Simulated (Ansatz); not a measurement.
One change: `CCSC` becomes `CS[CH2][SnH3]`.

Ansatz, PBE0-D4/def2-TZVP geometries, multiplicity 1. Each molecule was computed in one conformer, which needn't be the lowest.

Elements past krypton have def2 core potentials.

```json
{"property": "size of the dipole moment (ωB97M-V/def2-TZVPP) / D", "`CCSC`": "1.56"}
{"property": "HOMO–LUMO gap (B3LYP/def2-TZVPP) / eV", "`CCSC`": "6.79"}
{"property": "LUMO energy (PBE/def2-TZVPP) / eV", "`CCSC`": "0.13"}
{"property": "HOMO–LUMO gap (ωB97M-V/def2-TZVPP) / eV", "`CCSC`": "11.13"}
{"property": "HOMO energy (B3LYP/def2-TZVPP) / eV", "`CCSC`": "-6.00"}
{"property": "LUMO energy (ωB97M-V/def2-TZVPP) / eV", "`CCSC`": "2.68"}
```

(1) Give the same properties after the change, and the shifts. (Estimate.)

Results:

(1) The calculation gave: 
| property | `CS[CH2][SnH3]` | shift |
| --- | --- | --- |
| size of the dipole moment (ωB97M-V/def2-TZVPP) / D | 1.67 | 0.11 |
| HOMO–LUMO gap (B3LYP/def2-TZVPP) / eV | 6.01 | -0.78 |
| LUMO energy (PBE/def2-TZVPP) / eV | -0.62 | -0.75 |
| HOMO–LUMO gap (ωB97M-V/def2-TZVPP) / eV | 10.03 | -1.10 |
| HOMO energy (B3LYP/def2-TZVPP) / eV | -6.13 | -0.13 |
| LUMO energy (ωB97M-V/def2-TZVPP) / eV | 1.46 | -1.22 |

With PBE0 the HOMO falls by 0.12 eV and the LUMO falls by 0.96 eV, so the gap narrows by about 0.84 eV. PBE moves the HOMO by -0.12 eV and ωB97M-V by -0.12 eV. Dipoles are sizes alone; their direction can turn.

B3LYP here is the variant with VWN-RPA as its local correlation; programs differ in this.
